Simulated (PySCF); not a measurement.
How methods differ on the excitation energy of In

In [Kr] 4d10 5s2 5p1 (2P) → In [Kr] 4d10 5s1 5p2 (4P), as a difference of total energies. Calculation: PySCF 2.14, in aug-cc-pwCVTZ-DK3 (10s9p7d4f1g, 109 functions); scalar relativity by spin-free X2C-1e. Correlated levels: valence: [Kr] 4d10 frozen; valence and next inner shell: [Ar] 3d10 frozen. The calculations carry no spin-orbit coupling.

```csv
method,excitation energy (eV)
UHF,2.885
LDA,4.883
PBE,4.654
PBE0,4.319
r2SCAN,4.209
PW91,4.660
CAM-B3LYP,4.594
MP2 (valence),3.529
MP2 (valence and next inner shell),4.417
SCS-MP2 (valence and next inner shell),4.532
```

Question: Estimate what SCS-MP2 (valence) gives.

Answer: 3.776 eV, closest to MP2 (valence) among the rows shown.

Question: Estimate what M06-2X gives.

Answer: 4.323 eV, closest to PBE0 among the rows shown.

Errors of the correlated levels include the incompleteness of this basis and the frozen core.

For comparison: 4.350 eV (measured; NIST levels, between the centres of gravity of the two terms).
